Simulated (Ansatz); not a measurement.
Consider the redistribution: `[F][Ge]([F])([Cl])[Cl]` + `BC(=C)C` → `[CH3][Ge]([F])([F])[Cl]` + `BC(=C)Cl`.

Computed with Ansatz on PBE0-D4/def2-TZVP structures; ΔE is electronic, products minus reactants. CBS: MP2 limit from def2 TZ/QZ plus the TZ coupled-cluster correction, frozen cores. Functionals use def2-TZVPP. B3LYP here is the variant with VWN-RPA as its local correlation; programs differ in this. HSE06 is defined as in plane-wave codes. For Ge outer-core shells are correlated without core-valence functions, which leaves a few kJ/mol of doubt a bond. Scalar relativity is left out up to krypton.

```
             level  ΔE (kJ/mol)  difference from CCSD(T)/CBS
       LDA (SPW92)         57.5                         -3.5
            PBE-D4         58.5                         -2.5
         revPBE-D4         60.2                         -0.8
           BLYP-D4         58.2                         -2.8
         r2SCAN-D4         63.5                          2.5
            B97M-V         71.6                         10.6
           PBE0-D4         64.0                          3.0
          B3LYP-D4         62.7                          1.7
        r2SCANh-D4         64.9                          3.9
          BHLYP-D4         69.4                          8.4
      CAM-B3LYP-D4         63.8                          2.8
           ωB97X-V         64.6                          3.6
           ωB97M-V         64.6                          3.6
            B2PLYP         64.2                          3.2
          PBE-QIDH         67.6                          6.6
               PBE         57.9                         -3.1
            revPBE         57.4                         -3.6
              BLYP         56.9                         -4.1
            r2SCAN         63.3                          2.3
              PBE0         63.5                          2.5
             B3LYP         61.7                          0.7
           r2SCANh         64.7                          3.7
           r2SCAN0         66.7                          5.7
             HSE06         63.6                          2.6
         CAM-B3LYP         63.3                          2.3
           LC-ωPBE         62.8                          1.8
RPA@PBE/def2-TZVPP         63.2                          2.2
      MP2/def2-SVP         81.0                         20.0
     CCSD/def2-SVP         80.2                         19.2
  CCSD(T)/def2-SVP         79.5                         18.5
     HF/def2-TZVPP         77.5                         16.5
SCS-MP2/def2-TZVPP         66.8                          5.8
   CCSD/def2-TZVPP         67.0                          6.0
CCSD(T)/def2-TZVPP         65.3                          4.3
     HF/def2-QZVPP         78.1                         17.1
    MP2/def2-QZVPP         64.0                          3.0
SCS-MP2/def2-QZVPP         65.0                          4.0
      HF/CBS(def2)         78.2                         17.2
     MP2/CBS(def2)         61.9                          0.9
    CCSD/CBS(def2)         62.7                          1.7
       CCSD(T)/CBS         61.0                            0
```

Largest T1 diagnostic among the species: 0.011.

From PBE to PBE0 (25 % exact exchange), in def2-TZVPP and without D4, ΔE moves by +5.6 kJ/mol. Leaving LDA and LC-ωPBE aside and taking each functional with its dispersion term where it has one, the values spread over 13.4 kJ/mol, from BLYP-D4 to B97M-V. At CCSD(T), def2-SVP lies +18.5 kJ/mol from the extrapolated value and def2-TZVPP +4.3 kJ/mol.
